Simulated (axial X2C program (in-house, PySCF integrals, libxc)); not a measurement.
# Which molecule has these constants?

Calculated with an in-house all-electron X2C program for linear molecules (integrals from PySCF), spin-free (one-electron X2C) or two-component (2c: spin–orbit coupling with atomic mean-field Coulomb and Gaunt terms, which also bring small scalar terms), in Dyall basis sets with cores contracted in-house; open shells are unrestricted.

A two-component PBE0 calculation in a Dyall 3-zeta basis gave Re = 2.876 Å, ωe = 145.5 cm⁻¹, dipole magnitude 0.54 D, Ω = 5/2.

Question: Which molecule is it?
A. CrIn
B. CrI
C. SrCr
D. CrTe
E. CrSb

Answer: A. The others have SrCr 3.343 Å and 99.9 cm⁻¹ (Ω = 3); CrI 2.547 Å and 248.0 cm⁻¹ (Ω = 5/2); CrSb 2.730 Å and 203.6 cm⁻¹ (Ω = 7/2); CrTe 2.513 Å and 239.0 cm⁻¹ (Ω = 1).

Each entry is the lowest single determinant of a limited PBE0 search at one distance. De goes to single-determinant-based atoms at the same level (for ions the charge split of lowest energy) and is withheld (n/a) where an atom does not fit its ground term or J level. Main or longest-lived isotopes. One determinant is a doubtful description, or other states lie close, for CrIn, SrCr, CrI, CrSb, CrTe; these need not be ground states, and all values refer to the states named. Some open-shell Ω = 0 determinants are out of reach, so the Ω given for SrCr, CrTe need not be the lowest component. With several unpaired electrons the Ω given is that of one determinant, not necessarily of the lowest component. The functionals have no current term, which raises determinants with orbital currents.
